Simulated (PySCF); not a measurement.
# Frontier levels across methods

Species: C4H5ClOSi.
Z-matrix (Å and degrees, PBE0-D3(BJ)/def2-SVP geometry), rows numbered from 1:
```
Cl
Si  1  2.0718
C   2  1.8290  1  112.93
C   3  1.3598  2  117.93  1   106.86
C   4  1.4456  3  125.36  2     2.82
C   5  1.3525  4  122.90  3     3.88
O   6  1.3345  5  124.52  4    -0.67
H   2  1.4806  1  105.47  3  -131.71
H   3  1.0939  2  123.14  1   -70.61
H   4  1.0967  3  118.73  2  -177.78
H   5  1.0907  4  119.23  3  -177.97
H   6  1.0947  5  122.33  4   177.91
```

Basis pcSseg-1 throughout (PySCF), one geometry. One conformer (not necessarily the lowest) at the PBE0-D3(BJ)/def2-SVP geometry, without solvent, vibrations or thermal averaging.

Task: How do the orbital energies, the gap and the dipole change with the method?

Result: 
```json
{"method": "B97-D", "kind": "GGA", "HOMO (eV)": "-5.69", "LUMO (eV)": "-2.22", "gap (eV)": "3.47", "μ (D)": "2.29", "SCF cycles": "17"}
{"method": "KT3", "kind": "GGA", "HOMO (eV)": "-5.74", "LUMO (eV)": "-2.25", "gap (eV)": "3.48", "μ (D)": "2.22", "SCF cycles": "18"}
{"method": "PBE", "kind": "GGA", "HOMO (eV)": "-5.76", "LUMO (eV)": "-2.32", "gap (eV)": "3.43", "μ (D)": "2.24", "SCF cycles": "17"}
{"method": "BP86", "kind": "GGA", "HOMO (eV)": "-5.86", "LUMO (eV)": "-2.43", "gap (eV)": "3.44", "μ (D)": "2.28", "SCF cycles": "17"}
{"method": "B3LYP", "kind": "global hybrid", "HOMO (eV)": "-6.54", "LUMO (eV)": "-1.62", "gap (eV)": "4.92", "μ (D)": "2.36", "SCF cycles": "14"}
{"method": "mPW1PW91", "kind": "global hybrid", "HOMO (eV)": "-6.79", "LUMO (eV)": "-1.48", "gap (eV)": "5.31", "μ (D)": "2.42", "SCF cycles": "14"}
{"method": "BHandHLYP", "kind": "global hybrid", "HOMO (eV)": "-7.59", "LUMO (eV)": "-0.41", "gap (eV)": "7.19", "μ (D)": "2.52", "SCF cycles": "13"}
{"method": "CAM-B3LYP", "kind": "range-separated hybrid", "HOMO (eV)": "-7.96", "LUMO (eV)": "-0.32", "gap (eV)": "7.64", "μ (D)": "2.43", "SCF cycles": "13"}
```

The HOMO spans 2.27 eV, from B97-D down to CAM-B3LYP, and the gap runs from 3.43 eV (PBE) to 7.64 eV (CAM-B3LYP). Over the methods B97-D (0 %), KT3 (0 %), PBE (0 %), BP86 (0 %), B3LYP (20 %), mPW1PW91 (25 %), BHandHLYP (50 %), a straight line through the gap against the share of exact exchange rises by 0.74 eV for each 10 % (correlation coefficient 1.000). The dipole ranges from 2.22 D (KT3) to 2.52 D (BHandHLYP). This basis has no diffuse functions.
